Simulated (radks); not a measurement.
Correlation energies from several functionals, in hartree. Species: Sb3+ [Kr] 4d10 5s2; K [Ar] 4s1; Se+ [Ar] 3d10 4s2 4p3; Cu+ [Ar] 3d10. Method: non-relativistic Kohn-Sham, exchange-only LDA, spin-polarised, spherical densities, point nucleus; computed with a radial shooting solver on a logarithmic mesh with Libxc functionals. Every spin shell is full or empty, so the densities are truly spherical. Functionals are evaluated on that one density, not self-consistently.

functional     Sb3+         K      Se+      Cu+
PW92        -4.7259   -1.4867  -2.9831  -2.5112
VWN5        -4.7466   -1.4936  -2.9975  -2.5232
PZ          -4.7247   -1.4842  -2.9773  -2.5066
Wigner      -2.5870  -0.94673  -1.6811  -1.4915
PBE         -2.6201  -0.72852  -1.5834  -1.3230
PBEsol      -2.9654  -0.84717  -1.8140  -1.5161
LYP         -2.4949  -0.78070  -1.5816  -1.3492
P86         -2.9709  -0.83164  -1.8013  -1.4991
PW91        -2.8355  -0.79700  -1.7212  -1.4370
TPSS        -2.6227  -0.73126  -1.5863  -1.3262
r2SCAN      -2.6338  -0.72849  -1.6051  -1.3465
B95         -3.2218  -0.85230  -1.9012  -1.5826
